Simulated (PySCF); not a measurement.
Simulated outer-valence photoelectron spectrum of `N#CB(O)O`. Method: EOM-IP-CCSD/aug-cc-pVDZ in PySCF, restricted Hartree–Fock reference, 5 core orbitals frozen, non-relativistic, gas phase, PBE0-D3(BJ)/def2-SVP geometry.

Each root has a Gaussian of 0.5 eV full width with its one-hole share as area; cross sections and vibrations are left out, and the highest printed point is 100.

(ionisation energy (eV), intensity): (12.2, 0), (12.3, 2), (12.4, 5), (12.5, 14), (12.6, 32), (12.7, 57), (12.8, 83), (12.9, 100), (13.0, 100), (13.1, 85), (13.2, 62), (13.3, 40), (13.4, 25), (13.5, 19), (13.6, 21), (13.7, 26), (13.8, 29), (13.9, 27), (14.0, 20), (14.1, 12), (14.2, 6), (14.3, 2), (14.4, 1), (14.5, 0), (14.6, 0), (14.7, 0), (14.8, 1), (14.9, 3), (15.0, 8), (15.1, 15), (15.2, 23), (15.3, 29), (15.4, 29), (15.5, 27), (15.6, 24), (15.7, 25), (15.8, 28), (15.9, 29), (16.0, 26), (16.1, 18), (16.2, 10), (16.3, 5), (16.4, 2), (16.5, 1), (16.6, 0), (16.7, 1), (16.8, 2), (16.9, 6), (17.0, 12), (17.1, 20), (17.2, 26), (17.3, 28), (17.4, 24), (17.5, 17), (17.6, 9), (17.7, 4), (17.8, 1), (17.9, 0), (18.0, 0)

Q: Where are the maxima, and how many lines lie under the curve?

A: 5 maxima, at 13.0, 13.8, 15.4, 15.9 and 17.3 eV, from 8 lines. At this width some lines have no maximum of their own.

Q: List the lines with their holes.

A: 
| E (eV) | leading hole (HF orbital) | area | Koopmans (eV) |
| --- | --- | --- | --- |
| 12.88 | HOMO | 0.96 | 12.88 |
| 12.89 | HOMO-1 | 0.96 | 12.92 |
| 12.94 | HOMO-3 | 0.93 | 15.13 |
| 13.16 | HOMO-2 | 0.94 | 14.87 |
| 13.82 | HOMO-4 | 0.95 | 15.73 |
| 15.34 | HOMO-5 | 0.94 | 16.90 |
| 15.90 | HOMO-6 | 0.94 | 17.84 |
| 17.28 | HOMO-7 | 0.93 | 19.32 |

The widest gap, 1.52 eV, lies between 13.82 and 15.34 eV. Only orbitals with −ε under 21 eV, eight at most, were ionised, so the high end of the curve may lack lines.

Hardware: Arm Neoverse V1, one thread, no GPU (shared host). Cost: 3.5 min wall.

Conformer computed: `[N:1]#[C:2][B:3]([OH:4])[OH:5]`: H–O4–B3–C2 180°, H–O5–B3–C2 180°.

One conformer stands for the species.
